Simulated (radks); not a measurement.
The numbers below are computed, except where a source is named.
Task: The rhodium ion Rh2+ is in [Kr] 4d7. Code: a radial shooting solver on a logarithmic mesh with Libxc functionals. Model: scalar-relativistic Kohn-Sham, PBEsol, spin-polarised, spherical densities, finite nucleus; Fermi nuclear charge, rms radius of each element as measured or else 0.836 A^(1/3) + 0.57 fm. Open shells are filled with parallel spins first. One electron is removed from 4p, 4s, 4d, 3d in turn, with full relaxation. Which removal costs least, and what does each cost?

Result: 4d 30.921 eV; 4p 77.524 eV; 4s 110.13 eV; 3d 339.49 eV. The 4d electron leaves first.
